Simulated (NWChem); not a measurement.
Molecule: C2H3ClO2Si; SMILES O[Si@]1(Cl)C=CO1

```xyz
9

O     -1.8667     0.4182    -0.0009
Si    -0.2807    -0.0047    -0.0605
Cl     0.7390     1.7717     0.0107
C      0.3803    -1.3898    -1.0698
C      0.6489    -1.9412     0.1302
O      0.2253    -1.1071     1.1698
H     -2.4990    -0.3164     0.0040
H      0.5957    -1.7602    -2.0600
H      1.1211    -2.8728     0.4344
```
Atoms are numbered in this order, from 1.

All runs: NWChem. Structure relaxed at the B3LYP/6-31G* (spherical d) level. B3LYP is NWChem's, with the RPA form of VWN correlation. Atomic charges in e: unrestrained fits to the electrostatic potential beside Mulliken populations; buried atoms are poorly determined by the fit.

Question: Estimate the computed values for B3LYP/def2-SVP. Quantities: ESP O1; Mulliken O1; ESP Si2; Mulliken Si2; ESP Cl3; Mulliken Cl3; ESP C4; Mulliken C4; ESP C5; Mulliken C5; relative RMS misfit of the potential (%).

Answer: The ESP O1 comes out as -0.65 and the Mulliken O1 is -0.35. The ESP Si2 is 1.00 and the Mulliken Si2 is 0.78. The ESP Cl3 comes out as -0.21 and the Mulliken Cl3 is -0.22. The ESP C4 is -0.68 and the Mulliken C4 is -0.27. The ESP C5 is 0.30 and the Mulliken C5 comes out as 0.24. The relative RMS misfit of the potential (%) comes out as 25.
